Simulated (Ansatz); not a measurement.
The same path of H5O2PSiSn (10 atoms, charge 0, multiplicity 1) was run twice with different band settings. The coordinate that changes most is the dihedral P5–Si2–Sn3–H8.

Theory: Ansatz, RKS r2SCANh-D4/def2-SVP.

Relaxed end points:

```xyz
10
Properties=species:S:1:pos:R:3
O -1.835 0.446 1.320
Si -0.827 0.345 0.014
Sn 1.420 -0.793 0.445
O -0.675 1.720 -0.945
P -1.691 0.673 -1.954
H -1.459 0.693 2.171
H 2.219 -0.034 1.755
H 1.196 -2.439 0.840
H 2.377 -0.665 -0.959
H -0.643 0.005 -2.685
```

```xyz
10
Properties=species:S:1:pos:R:3
O -0.988 1.821 1.008
Si -0.715 0.540 0.001
Sn 1.445 -0.756 0.430
O -0.999 0.783 -1.641
P -2.393 -0.205 -1.164
H -0.254 2.408 1.214
H 1.404 -1.505 1.965
H 1.624 -1.942 -0.781
H 2.785 0.310 0.390
H -1.825 -1.506 -1.420
```

Common settings: movable images 5; climbing image yes; spring 5.0 eV/Å²; optimiser quadratic models (default); start path IDPP; end points relaxed.

| run | force threshold | iteration limit |
| --- | --- | --- |
| 1 | 0.05 eV/Å | 40 |
| 2 | 0.2 eV/Å | 41 |

Problem. What does each run give, and how far can it be trusted?

Solution. Run 1: converged after 5 iterations, highest image 0.022 eV above the first end. A vibrational analysis at the climbing image gives one clearly imaginary mode, 55i cm⁻¹: a first-order saddle point.
Run 2: converged after 3 iterations, highest image 0.025 eV above the first end. The threshold of 0.2 eV/Å is loose, so the images may lie well off the minimum-energy path. The order of the stationary point at the top wasn't checked.
